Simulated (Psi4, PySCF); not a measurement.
IIn, singlet, at a GFN2-xTB geometry (such geometries of metal compounds can be far from the true shape) (core potentials on I, In). Base run: B3LYP/def2-SVP, TDDFT run with PySCF.

Input for PySCF:
```python
from pyscf import gto, scf, dft, tdscf

mol = gto.M(
    atom='''
In   -0.000000   -0.000000   -1.449299
I     0.000000    0.000000    1.339918
''',
    basis='def2-svp',
    ecp={'I': 'def2-svp', 'In': 'def2-svp'},
    charge=0,
    spin=0,
    verbose=4,
)

mf = dft.RKS(mol)
mf.xc = 'b3lyp'
mf.kernel()
td = mf.TDDFT()
td.nstates = 5
td.kernel()
td.analyze(verbose=3)
```

Programs used: Psi4, PySCF; a row that names a program was run with it.

Variants of this job, named by their change:

| change | first excitation (eV) | oscillator strength of the first | second (eV) |
|---|---|---|---|
| base | 3.70 | 0.000 | 3.72 |
| nstates = 15 | 3.70 | 0.000 | 3.72 |
| functional = wb97x | 3.87 | 0.050 | 3.87 |
| functional = lc_wpbe | 4.02 | 0.062 | 4.02 |
| functional = camb3lyp | 3.83 | 0.042 | 3.83 |
| nstates = 2 | 3.72 | 0.033 | 3.72 |
| functional = bhandhlyp | 3.91 | 0.051 | 3.91 |
| states = triplets; response = Tamm-Dancoff | 3.04 | - | 3.04 |
| nstates = 10 | 3.70 | 0.000 | 3.72 |
| code = psi4 | 3.70 | 0.000 | 3.72 |

An iterative solver can miss low states, so a row lists the states that it found.
